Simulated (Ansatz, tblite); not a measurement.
Cost and result up the ladder for Si(CN)2H2 (C₂H₂N₂Si) (7 atoms). Total charge 0; singlet. Geometry: r2SCAN-D4/def2-SVP.

Cartesian coordinates in Å:
```
Si -0.336 0.406 -0.257
C 1.264 0.703 0.623
N 2.270 0.907 1.173
C -0.679 -1.410 -0.174
N -0.908 -2.551 -0.133
H -0.192 0.809 -1.676
H -1.419 1.137 0.442
```

Ansatz on 4 threads of Arm Neoverse V1 on a shared host; xTB runs through tblite on one thread. Times are rough, summed over both states, and most runs start from the orbitals of an earlier one. PBE0-D4/def2-TZVP serves as the yardstick here, not as an exact answer. The other state is a doublet.

The xTB rows come from tblite.

Raw xTB energies of ions are shifted by several eV.

```json
{"level": "GFN2-xTB", "functions": "27", "vertical IE (eV)": "14.98", "difference from PBE0-D4/def2-TZVP (eV)": "2.65"}
{"level": "PBE0-D4/def2-TZVP (with forces)", "functions": "173", "vertical IE (eV)": "12.33", "difference from PBE0-D4/def2-TZVP (eV)": "0.00"}
{"level": "GFN1-xTB", "functions": "29", "vertical IE (eV)": "15.97", "difference from PBE0-D4/def2-TZVP (eV)": "3.64"}
{"level": "r2SCAN-D4/def2-TZVP", "functions": "173", "vertical IE (eV)": "12.04", "difference from PBE0-D4/def2-TZVP (eV)": "-0.29"}
```

(1) Estimate how long each takes.

Answers

(1) GFN2-xTB 0.008 s; GFN1-xTB 0.009 s; PBE0-D4/def2-TZVP (with forces) 8.9 s; r2SCAN-D4/def2-TZVP 14 s. On shared hardware such times vary by a factor of up to 3.
